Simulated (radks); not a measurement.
Spherical quantum dot in the effective-mass picture: electrons in a well V = -V0 / (1 + exp((r - R)/a)) with V0 = 47.8, R = 1.71, a = 0.067, all in effective atomic units (hartree* = m*/eps^2 hartree, bohr* = eps/m* bohr), one dielectric constant everywhere. Method: non-relativistic Kohn-Sham, PBE, spin-polarised, spherical densities; computed with a radial shooting solver with Libxc functionals. Levels are named by radial order and angular momentum (1s, 1p, 1d, 2s, ...), and open shells are averaged over m.

N = 4, configuration 1s2 1p(up 2, down 0). This is the lowest configuration that the search found. Occupied and some empty levels:

| level | occupation | eigenvalue (hartree*) | <r> (bohr*) |
|---|---|---|---|
| 1s up | 1 | -43.198 | 0.9208 |
| 1s down | 1 | -43.018 | 0.9109 |
| 1p up | 2 | -41.682 | 1.056 |
| 1p down | 0 | -41.466 | 1.054 |
| 1d up | 0 | -39.638 | 1.144 |
| 1d down | 0 | -39.413 | 1.144 |
| 2s up | 0 | -38.211 | 0.8613 |
| 2s down | 0 | -38.115 | 0.8653 |
| 1f up | 0 | -37.137 | 1.209 |
| 1f down | 0 | -36.912 | 1.211 |

Energy (hartree*): total -176.110, kinetic 8.9566, external -189.87, Hartree 7.2663, exchange-correlation -2.4639.
